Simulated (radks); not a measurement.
Valence configurations of the dysprosium ion Dy+ (all share [Xe]). Method: Dirac Kohn-Sham, PBEsol, spin-unpolarised, spherical densities, finite nucleus; open shells fill j = l - 1/2 first; Fermi nuclear charge, rms radius 5.2218 fm; computed with a radial shooting solver on a logarithmic mesh with Libxc functionals. Energies are relative to 4f10 6s1; eigenvalues in eV.

| valence | E (eV) | e(4f5/2) | e(4f7/2) | e(5d3/2) | e(6p1/2) | e(6s1/2) |
|---|---|---|---|---|---|---|
| 4f10 6s1 | 0.000 | -9.963 | -9.086 | - | - | -8.830 |
| 4f9.5 5d0.5 6s1 | 1.549 | -12.841 | -11.934 | -7.744 | - | -9.196 |
| 4f10 6s0.5 6p0.5 | 1.583 | -10.548 | -9.671 | - | -5.996 | -9.160 |
| 4f10 5d1 | 1.964 | -8.195 | -7.320 | -5.845 | - | - |
| 4f11 | 2.153 | -4.032 | -3.219 | - | - | - |
| 4f9.5 6s1 6p0.5 | 2.596 | -14.515 | -13.606 | - | -6.547 | -9.981 |
| 4f9 6s2 | 3.438 | -18.350 | -17.409 | - | - | -10.474 |
| 4f9 6s1 6p1 | 7.143 | -19.475 | -18.534 | - | -7.330 | -11.058 |
| 4f8.5 5d2 6p0.5 | 10.283 | -18.671 | -17.702 | -8.816 | -6.191 | - |
| 4f7.5 5d2 6s1 6p0.5 | 22.297 | -28.293 | -27.260 | -11.766 | -7.137 | -11.063 |

NIST lists [Xe] 4f10 6s1 as the ground configuration; this level of theory agrees among the configurations tried. The energies are those of spherical spin-averaged densities, not of single terms.
